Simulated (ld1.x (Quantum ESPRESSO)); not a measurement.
## An all-electron radial function and its pseudo partner (thulium (Tm))

Columns: radius, all-electron u(r) and pseudo u(r) of the 5p shell (level -26.90 eV) of thulium in the configuration [Kr] 4d10 4f13 5s2 5p6 5d0 6s2 6p0; PBE, scalar-relativistic, TM scheme, ld1.x (Quantum ESPRESSO) 7.5.

```tsv
r (bohr)	all-electron	pseudo
0.143	-0.2982	-0.0260
0.285	0.1605	-0.1006
0.428	0.4707	-0.2176
0.570	0.1972	-0.3634
0.713	-0.2375	-0.5240
0.855	-0.5927	-0.6778
0.998	-0.8175	-0.8062
1.140	-0.9236	-0.8898
1.283	-0.9444	-0.9203
1.425	-0.9099	-0.8997
1.568	-0.8427	-0.8404
1.710	-0.7604	-0.7603
1.853	-0.6727	-0.6727
1.995	-0.5872	-0.5872
2.138	-0.5067	-0.5067
2.280	-0.4342	-0.4342
2.423	-0.3694	-0.3694
2.565	-0.3130	-0.3130
2.708	-0.2639	-0.2639
2.850	-0.2221	-0.2221
2.992	-0.1865	-0.1865
3.135	-0.1561	-0.1561
3.278	-0.1304	-0.1304
3.420	-0.1090	-0.1090
3.563	-0.0908	-0.0908
3.705	-0.0757	-0.0757
```

**Question.** How many radial nodes do the two functions have?

**Answer.** The all-electron 5p function has n − l − 1 = 3 (the table is too coarse to show those close to the nucleus); the pseudo-wave has 0, since the states of the same l below it are removed with the core.

**Question.** At about which radius was the pseudo-wave matched?

**Answer.** 1.90 bohr. The columns agree to 0.0005 from 1.71 bohr on; several derivatives are matched, so the curves merge somewhat inside the radius.

**Question.** Is the pseudo-wave norm-conserving?

**Answer.** Yes: the TM scheme keeps the norm inside the radius equal to the all-electron one, which fixes the energy derivative of the logarithmic derivative at the level.
